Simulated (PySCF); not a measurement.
This PySCF input asks for the NMR shieldings of `C[Si@@H]1[SiH2]C[SiH2][SiH2]1`, C₂H₁₂Si₄; the geometry comes from GFN2-xTB.

```python
import basis_set_exchange as bse
import numpy as np
from pyscf import gto, dft
from pyscf.prop import nmr

atoms = """
C    -2.516182    1.263378    0.110941
Si   -0.987977    0.433880    0.894373
Si    0.994917    1.440443    0.184282
C     2.173397   -0.036173   -0.122626
Si    1.380848   -1.593059   -0.905499
Si   -0.686067   -1.768503    0.144882
H    -2.596635    2.307480    0.399860
H    -3.434588    0.768345    0.412899
H    -2.467044    1.228354   -0.973740
H    -1.198369    0.552820    2.352739
H     1.664192    2.369172    1.107402
H     0.868892    2.181047   -1.081203
H     2.595403   -0.329631    0.840778
H     3.020383    0.288875   -0.725131
H     1.282199   -1.362257   -2.354855
H     2.321183   -2.712983   -0.752477
H    -1.736124   -2.252579   -0.763744
H    -0.687187   -2.772292    1.219462
"""
names = dict.fromkeys(["C", "Si", "H"], "pcSseg-1")
basis = {el: gto.basis.parse(bse.get_basis(n, elements=[el], fmt="nwchem")) for el, n in names.items()}
mol = gto.M(atom=atoms, basis=basis, charge=0, verbose=0)
mf = dft.RKS(mol, xc="PBE0")
mf.grids.level = 2
mf.grids.alignment = dft.numint.BLKSIZE   # the property module wants whole blocks of grid points
mf.conv_tol = 1e-9
mf.kernel()

calc = nmr.RKS(mf)   # GIAO
C = mf.mo_coeff
Co = C[:, mf.mo_occ > 0]
resp = mf.gen_response(singlet=True, hermi=2)
def vind(x):   # induced exchange potential for any number of trial vectors
    d = np.einsum("pi,xij,qj->xpq", C, 2 * x.reshape(-1, C.shape[1], Co.shape[1]), Co, optimize=True)
    return np.einsum("xpq,pi,qj->xij", resp(d - d.transpose(0, 2, 1)), C, Co, optimize=True).ravel()
mo1, _ = nmr.rhf.solve_mo1(calc, with_cphf=vind)
sigma = calc.kernel(mo1)
for i, s in enumerate(sigma):   # ppm
    print("%2d %-2s %9.2f" % (i, mol.atom_pure_symbol(i), np.trace(s) / 3))
```

Problem. What does it print?

Solution. 
```
 0 C     194.18
 1 Si    426.90
 2 Si    414.90
 3 C     197.23
 4 Si    417.20
 5 Si    471.82
 6 H      31.37
 7 H      31.23
 8 H      31.64
 9 H      27.53
10 H      27.41
11 H      27.88
12 H      32.10
13 H      31.25
14 H      27.70
15 H      27.39
16 H      28.48
17 H      28.31
```

These numbers come from an equivalent density-fitted implementation of the same equations, which agrees with the script to about 0.01 ppm for H and up to a few tenths of a ppm for heavy atoms, so last digits may differ.

Problem. Turn these shieldings into chemical shifts. Chemical shifts δ = σref − σ; TMS for ¹³C (σref 186.93) and ²⁹Si (σref 349.16) and ¹H (σref 31.72), all at this level.

Solution. Averaging equivalent atoms: C 0: -7.3; C 3: -10.3; Si 2: -65.7; Si 4: -68.0; Si 1: -77.7; Si 5: -122.7; H 15: 4.32; H 10: 4.31; H 9: 4.18; H 14: 4.01; H 11: 3.83; H 17: 3.40; H 16: 3.24; H 13: 0.47; H 6/7/8: 0.30; H 12: -0.39 ppm. 

Size and cost of the density-fitted run: 190 basis functions, 65 s wall time on 1 thread of an Arm Neoverse N1, shared host; peak memory 0.86 GiB.
